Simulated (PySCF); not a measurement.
Molecule: SMILES [o+]1c(OC)cccc1, [C6H7O2]+.

Bonds (- single, = double, # triple, : aromatic): C1-O2, O2-C3, C3:C4, C4:C5, C5:C6, C6:C7, C7:O8, O8:C3. C1 carries H9, H10, H11; C4 carries H12; C5 carries H13; C6 carries H14; C7 carries H15. Formal charges: O8 +1.

Total charge +1.

Frames of a GFN2-xTB Langevin trajectory at 200 K; GIAO PBE0/pcSseg-1 shieldings in PySCF, gas phase, non-relativistic; equivalent atoms averaged within each frame.

Scale: 13C (σref 186.93), 1H (σref 31.72) vs TMS; 17O (σref 336.08) against H2O (reference shieldings calculated alike). The references are static minima.

**Question.** How do the shifts (ppm) fluctuate along the trajectory?

**Answer.** 
```csv
time (fs),C3,C5,C7,C6,C4,C1,O8,O2,H15,H13
250,175.0,162.3,161.8,124.9,117.6,60.5,299.4,181.7,9.46,8.96
425,186.3,164.0,166.8,122.9,121.5,60.3,315.2,202.1,9.52,9.18
625,179.2,163.3,165.6,120.2,120.7,58.3,318.6,185.5,7.91,9.05
800,174.0,167.6,168.2,131.0,118.8,61.3,305.7,183.9,8.35,8.58
1000,173.8,165.5,164.3,125.9,115.7,64.5,294.5,192.0,9.20,9.28
mean of frames,177.7,164.5,165.4,125.0,118.9,61.0,306.7,189.0,8.89,9.01
standard deviation,5.3,2.1,2.4,4.0,2.4,2.3,10.2,8.3,0.72,0.27
```

5 frames give an uncertainty of the mean of about the standard deviation over 2.2 at best, since frames this close in time may not be independent; classical motion lacks zero-point vibration, and the reference would need the same averaging.
